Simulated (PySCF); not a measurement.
C8H9N.
Numbering: `[H]/[N:9]=[CH:8]/[c:7]1[c:2]([CH3:1])[cH:3][cH:4][cH:5][cH:6]1` (hydrogens: H10, H11, H12 on C1; H13 on C3; H14 on C4; H15 on C5; H16 on C6; H17 on C8; H18 on N9)

Method: PySCF, PBE0-D3(BJ)/def2-SVP geometry optimisation, gas phase.

Task: List the bond lengths, angles and torsions at this level.

Result: 
```
                  bond  length (Å)
                 C1–C2       1.504
                 C2–C3       1.400
                 C3–C4       1.392
                 C4–C5       1.395
                 C5–C6       1.388
                 C6–C7       1.402
                 C7–C8       1.475
                 C8=N9       1.273
                 C2–C7       1.411
C1–H10, C1–H11, C1–H12       1.101
                C3–H13       1.093
                C4–H14       1.093
                C5–H15       1.092
                C6–H16       1.092
                C8–H17       1.104
                N9–H18       1.022
```

Bonds in one row agree within 0.01 Å and their mean is given. A selection of angles:
```
     angle  degrees
 C2–C1–H10    112.0
H10–C1–H11    107.2
  C1–C2–C3    119.6
  C1–C2–C7    122.3
  C3–C2–C7    118.1
  C2–C3–C4    121.6
 C2–C3–H13    118.9
 C4–C3–H13    119.6
  C3–C4–C5    120.0
 C3–C4–H14    119.7
 C5–C4–H14    120.3
  C4–C5–C6    119.3
 C4–C5–H15    120.4
 C6–C5–H15    120.3
  C5–C6–C7    121.0
 C5–C6–H16    121.6
 C7–C6–H16    117.4
  C6–C7–C8    118.7
  C2–C7–C6    119.9
  C2–C7–C8    121.4
  C7–C8–N9    122.1
 C7–C8–H17    115.6
 N9–C8–H17    122.3
 C8–N9–H18    110.4
```

Torsions: C6–C7–C8–N9 0° (synperiplanar); H18–N9–C8–C7 180° (antiperiplanar).

The 9 heavy atoms lie in one plane (0.001 Å rms). Of the pairs four or more bonds apart, C1···H17 is among the closest relative to their van der Waals radii: 2.55 Å, 88 % of the sum of Bondi's values. The 6-membered ring C2–C3–C4–C5–C6–C7 has internal angles of 118.1° to 121.6°; it is planar, 0.00 Å rms from its mean plane, widest ring torsion 0°. The 8 C–C bonds span 1.388 Å (C5–C6, aromatic) to 1.504 Å (C1–C2, drawn single), a spread of 0.116 Å.

Point group: Cs (every atom within 0.08 Å of its image). No PBE0-D3(BJ)/def2-SVP frequencies stand behind this structure, so it isn't proved a minimum. The numbers are those of one conformer.

Hardware: Arm Neoverse V2, one thread, shared host. Cost: 76 s wall. That covers the optimisation of the geometry.
